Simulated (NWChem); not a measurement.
System meant: CaF cation; SMILES [F][Ca+]

Input file for NWChem:

```
start job
memory heap 200 mb stack 900 mb global 1100 mb
charge 1
geometry units angstroms noautoz
  Ca     0.000000     0.000000    -0.615813
  F      0.000000     0.000000     1.365099
end
basis spherical
  Ca library def2-svp
  F library def2-svp
end
dft
  odft
  mult 2
  xc pbe0
  iterations 150
  mulliken
end
task dft energy
```

End of the output:

```
 ==============================================================================
                                internuclear distances
 ------------------------------------------------------------------------------
       center one      |      center two      | atomic units |  angstroms
 ------------------------------------------------------------------------------
    2 F                |   1 Ca               |     3.74338  |     1.98091
 ------------------------------------------------------------------------------
                         number of included internuclear distances:          1
 ==============================================================================

 Summary of "ao basis" -> "" (spherical)
 ------------------------------------------------------------------------------
       Tag                 Description            Shells   Functions and Types
 ---------------- ------------------------------  ------  ---------------------
 Ca                         def2-svp                10       24   5s3p2d
 F                          def2-svp                 6       14   3s2p1d

                                 NWChem DFT Module
                                 -----------------

 Summary of "ao basis" -> "ao basis" (spherical)
 ------------------------------------------------------------------------------
       Tag                 Description            Shells   Functions and Types
 ---------------- ------------------------------  ------  ---------------------
 Ca                         def2-svp                10       24   5s3p2d
 F                          def2-svp                 6       14   3s2p1d

      Symmetry analysis of basis
      --------------------------

        a1         16
        a2          0
        b1          3
        b2          3
        e          16

  number of electrons :                   28
  multiplicity        :                    2
 ------------------------------------------------------------------------
  no. of electrons and multiplicity not compatible                  28
 ------------------------------------------------------------------------
 ------------------------------------------------------------------------
  current input line :
    19: task dft energy
 ------------------------------------------------------------------------
 ------------------------------------------------------------------------
 There is an error in the input file
 ------------------------------------------------------------------------
 For more information see the NWChem manual at https://nwchemgit.github.io

0: no. of electrons and multiplicity not compatible:Received an Error in Communication
```

Problem. Find the fault in this run and fix the input.

Solution. The input was rejected before any calculation. Cause: the multiplicity doesn't fit the number of electrons (an even count wants an odd multiplicity, and the reverse). This input runs:
```
start job
memory heap 200 mb stack 900 mb global 1100 mb
charge 1
geometry units angstroms noautoz
  Ca     0.000000     0.000000    -0.615813
  F      0.000000     0.000000     1.365099
end
basis spherical
  * library def2-svp
end
dft
  xc pbe0
  iterations 150
  mulliken
end
task dft energy
```
It converges to -776.82866 Ha (PBE0/def2-SVP).
